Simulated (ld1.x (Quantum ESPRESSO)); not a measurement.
**gallium (Ga): TM pseudisation with PBEsol, scalar-relativistic reference atom.**

- Element: Ga (Z = 31)
- Generator: ld1.x (Quantum ESPRESSO) 7.5
- Type: norm-conserving Troullier–Martins (Kleinman–Bylander form)
- Functional: PBEsol
- Relativity: scalar-relativistic
- Frozen core: [Ar] 3d10
- Valence charge: 3
- Reference configuration: 4s2 4p1
- Partial waves: 4s (bound): rc 0.80 bohr; 4p (bound): rc 1.75 bohr; 4d channel at 0.25 Ry: rc 1.80 bohr
- Local potential: all-electron potential smoothed inside 0.70 bohr (lloc = -1)
- Core correction: Bessel-smoothed model core inside 0.65 bohr

All-electron outer shells of the reference configuration (PBEsol, scalar-relativistic, ld1.x):

```
shell  level (eV)  outermost node (bohr)  outermost maximum (bohr)
   3p      -98.68                   0.24                      0.56
   3d      -19.16                      –                      0.53
   4s       -8.96                   0.81                      1.90
   4p       -2.57                   0.87                      2.53
```

(1) Does the generator finish with these settings?

Answers

(1) No. ld1.x (Quantum ESPRESSO) 7.5 stopped with "run_pseudo: Errors in PS-KS equation": the pseudo-atom solver did not find the valence states with the expected number of nodes, which is the usual sign of a ghost state. The 4s radius of 0.80 bohr lies inside the outermost node of the all-electron wave at 0.81 bohr. Before that it printed "Warning: n=1, l=0 expected 0 nodes, found 3".
